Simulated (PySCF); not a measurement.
CuH2O2, neutral, multiplicity 2. Atoms are numbered in the order given.

```xyz
5

Cu     0.0000     0.0000    -0.0031
O      0.0000     1.7388    -0.0879
H      0.0000     2.2126     0.7480
O      0.0000    -1.7388    -0.0879
H      0.0000    -2.2126     0.7480
```
Charge 0, spin multiplicity 2.

Geometry: PBE0-D3(BJ)/def2-TZVP. The spin state was assumed, not searched. One conformer was computed; it need not be the lowest.

All values below come from PBE/def2-TZVPD in PySCF.

Mulliken values depend strongly on the basis, most of all with diffuse functions as here. ESP charges are fitted to the potential on shells at 1.4 to 2.0 van der Waals radii. Atomic charges (e):

| atom | meta-Löwdin | Mulliken | ESP fit | Mulliken spin |
|---|---|---|---|---|
| Cu1 | ? | 0.45 | 0.42 | 0.38 |
| O2 | ? | -0.51 | -0.49 | 0.32 |
| H3 | ? | 0.28 | 0.28 | -0.01 |
| O4 | ? | -0.51 | -0.49 | 0.32 |
| H5 | ? | 0.28 | 0.28 | -0.01 |

**Question.** Complete the blanks. (The exact figures need the calculation; the answer reports its results.)

**Answer.** 
- Cu1, meta-Löwdin: 0.92
- O2, meta-Löwdin: -0.80
- H3, meta-Löwdin: 0.34
- O4, meta-Löwdin: -0.80
- H5, meta-Löwdin: 0.34
